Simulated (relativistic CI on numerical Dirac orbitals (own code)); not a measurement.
## S+: what numerical and physical settings do to a radial Dirac CI calculation

Reference input:

```
atom S  Z=16  charge=1  electrons=15
nucleus A=32  rms_radius_fm=3.2611
hamiltonian dirac-coulomb  breit=on  qed=on  c_scale=1
orbitals kli  potential=per-configuration
slater_scale 1
correlation none
mixing on
grid step=0.0125 r_max=51.4
scf mixing=0.4 start=green max_iterations=150 tolerance=2e-08 node_fill=0.05
configurations
  [Ne] 3s2 3p3
  [Ne] 3s 3p4
end
```

Computed lowest total energy -398.14093 Ha, first excitation 18858.5 cm⁻¹, 20 SCF steps. Runs with settings changed; * marks those that are bad on purpose:

| Changed | Outcome | Lowest level | ΔE (Ha) | First excitation (cm⁻¹) | SCF steps | Message |
| --- | --- | --- | --- | --- | --- | --- |
| SCF tolerance 0.0001 | converged | 3s2 3p3 4S°_3/2 | 6.25e-06 | 18857.5 | 12 |  |
| start potential previous | converged | 3s2 3p3 4S°_3/2 | -2.22e-10 | 18858.5 | 19 |  |
| iteration limit 20 | converged | 3s2 3p3 4S°_3/2 | 0 | 18858.5 | 20 |  |
| end of the grid at 1.54 bohr * | not converged |  |  |  | 1 | SCF of 1s2 2s2 2p6 3s2 3p3 stopped: an orbital could not be found |
| configuration list: overfill * | refused |  |  |  | 0 | configuration [Ne] 3p7: a shell holds more than 4l+2 electrons |

With so few configurations and no correlation, terms lie too far apart (by 10 to 50 % near neutrality), their order can be wrong, and levels of other configurations are missing.
